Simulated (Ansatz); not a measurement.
Relaxation of BrClH5NO2Ti (11 atoms, charge 0, multiplicity 1), to a largest force component of 0.03 eV/Å in at most 50 steps.

These are results of Ansatz 0.2.0, RKS PBE/def2-SVP, not measurements.

```xyz
11
Properties=species:S:1:pos:R:3
Ti -0.067 -0.110 0.140
N -0.119 -0.096 2.147
H -0.959 0.044 2.720
H 0.663 -0.412 2.733
O 1.631 -0.124 -0.391
H 2.079 -0.786 -0.947
Cl -1.309 1.533 -0.706
O -0.805 -1.639 -0.412
H -1.306 -2.335 0.048
Br 1.564 3.058 1.332
H 0.780 1.959 2.012
```

Where does it end, and by what steps?

It converged. After 33 steps the energy has fallen by 0.317 eV; Br10 moved furthest, 2.21 Å.

```tsv
step	energy less start (eV)	largest force component (eV/Å)	accepted
0	0.0000	1.559	yes
2	-0.1999	0.344	yes
4	-0.2494	0.185	yes
6	-0.2664	0.152	yes
8	-0.2722	0.098	yes
10	-0.2755	0.117	yes
12	-0.2787	0.217	yes
14	-0.2822	0.033	yes
16	-0.2609	1.472	no
18	-0.2897	0.333	yes
20	-0.2971	0.089	yes
22	-0.3045	0.195	yes
24	-0.3095	0.096	yes
26	-0.3131	0.069	yes
28	-0.3153	0.034	yes
30	-0.3167	0.036	yes
32	-0.3171	0.033	yes
33	-0.3173	0.018	yes
```

```xyz
11
Properties=species:S:1:pos:R:3
Ti 0.129 -0.280 0.052
N 0.601 0.275 1.842
H 0.092 -0.109 2.650
H 1.596 0.354 2.097
O 1.618 -0.849 -0.741
H 1.871 -1.661 -1.215
Cl -0.716 1.448 -1.053
O -1.111 -1.539 0.173
H -2.035 -1.668 -0.104
Br -0.090 3.243 2.783
H 0.197 1.878 2.194
```

Whether the end is a true minimum wasn't checked by a vibrational analysis.

Time of the run: 100 s on 4 threads of Arm Neoverse V1, with other jobs on the host, peak memory 0.25 GiB.
